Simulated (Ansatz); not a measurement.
A made-up structure of AlBH$_{3}$Br, closed shell:

```json
{"atom": "Al1", "x (Å)": "-0.7928", "y (Å)": "0.4530", "z (Å)": "-0.5558"}
{"atom": "B2", "x (Å)": "1.9391", "y (Å)": "-1.4714", "z (Å)": "-0.0052"}
{"atom": "Br3", "x (Å)": "0.6581", "y (Å)": "-0.2862", "z (Å)": "0.7982"}
{"atom": "H4", "x (Å)": "-2.1334", "y (Å)": "-0.3609", "z (Å)": "-0.8169"}
{"atom": "H5", "x (Å)": "-0.5128", "y (Å)": "1.7798", "z (Å)": "-1.3857"}
{"atom": "H6", "x (Å)": "0.8903", "y (Å)": "-0.0689", "z (Å)": "2.2743"}
```

It is relaxed with PBE-D4/def2-SVP and then PBE0-D4/def2-TZVP (Ansatz 0.2.0). Atoms count as bonded within 1.22 times the sum of their covalent radii (H–H: 0.88 Å). The end point is not checked to be a true minimum.

(1) Does its bonding change? (Judge from chemistry; the calculation decides.)

Results:

(1) The calculation gives: Yes. Formed: Al1–B2; broken: Al1–Br3.

Where it ends: The first stage lowers the energy by 3.83 eV in 24 steps. It ends as AlBH₃Br ([AlH2][B][BrH]):
```
atom    x (Å)    y (Å)    z (Å)
 Al1  -0.6841   0.2079  -1.1644
  B2  -0.2690   0.4236   0.8293
 Br3   0.7831   0.0115   2.2720
  H4  -1.7525  -0.8806  -1.6048
  H5  -0.1102   1.2849  -2.1799
  H6   2.0814  -1.0019   2.1568
```

Labels in which every atom is bracketed show which atoms are joined, not bond orders.

For scale, one of the runs: PBE0-D4/def2-TZVP relaxation, 134 basis functions, launched by `ansatz run in.yaml --threads 2 --pin off --events-out ev --progress --plain --max-ram 4352MiB`. The run took about 51 s on 2 CPU threads of an Arm Neoverse V1 (shared host).
